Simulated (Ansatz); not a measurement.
Cl₂Co (SMILES [Cl][Co][Cl]), quartet, geometry from GFN2-xTB (such geometries of metal compounds can be far from the true shape); B3LYP/6-31G* (Ansatz, a program for electronic structure).

Input for Ansatz:
Ansatz 0.2 input:
```yaml
crystal:
  periodic: [false, false, false]
  atoms:
    - {symbol: Co, position_ang: [0.00000000, 0.00000000, 0.00000000]}
    - {symbol: Cl, position_ang: [-0.00000000, -0.00000000, -1.94700374]}
    - {symbol: Cl, position_ang: [0.00000000, 0.00000000, 1.94700374]}
basis:
  gaussian:
    orbitals: 6-31G*
hamiltonian:
  xc: b3lyp
magnetization: {spin_polarized: true, initial_magnetization: 3}
accuracy: high
```

Output, abridged:

```
Functional definition: B3LYP
1335 factors; integrals over basis functions are off by at most 4.3e-9 eV
mean field evaluation 1: about -62665.1044 eV, gradient 3.4e1 eV
mean field evaluation 2: about -62456.1677 eV, gradient 1.9e2 eV
mean field evaluation 4: about -62668.6897 eV, gradient 7.7e0 eV
mean field evaluation 8: about -62668.9995 eV, gradient 5.6e-1 eV
mean field evaluation 16: about -62670.3944 eV, gradient 3.9e-2 eV
mean field evaluation 32: about -62670.3944 eV, gradient 1.8e-8 eV
mean field -62670.39443185 eV, -2303.0945158514 hartree, gradient 1.8e-8 eV, S^2 3.758583; 3 other end points of the search recorded, 0 dependent functions left out
reference -62670.39446460 eV, -2303.0945170551 hartree; 32, 29 occupied and 42, 45 virtual orbitals, 1335 factors
Total energy: -62670.39446460 eV, -2303.0945170551 hartree
```
